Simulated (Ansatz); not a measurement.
Results of the Gaussian-basis code of Ansatz.

A structure relaxed at PBE0-D4/def2-TZVP, charge 0, multiplicity 1:

```xyz
10

F     0.139   -0.106    2.342
C     0.813   -0.123    1.124
N     0.116    0.599    0.134
Si   -0.868   -0.091   -1.081
Cl    0.161   -0.485   -2.825
H     1.800    0.302    1.318
H     0.910   -1.172    0.832
H     0.229    1.599    0.182
H    -1.366   -1.392   -0.589
H    -1.933    0.869   -1.438
```

(1) Give its formula and SMILES.

(2) Summarise the bond lengths by kind.

## Answers

(1) CH5ClFNSi, `FCN[SiH2]Cl`.

(2) 1 × C–F 1.392 Å; 1 × C–N 1.409 Å; 2 × C–H 1.093 Å; 1 × N–Si 1.709 Å; 1 × H–N 1.008 Å; 1 × Cl–Si 2.064 Å; 2 × H–Si 1.477 to 1.478 Å.
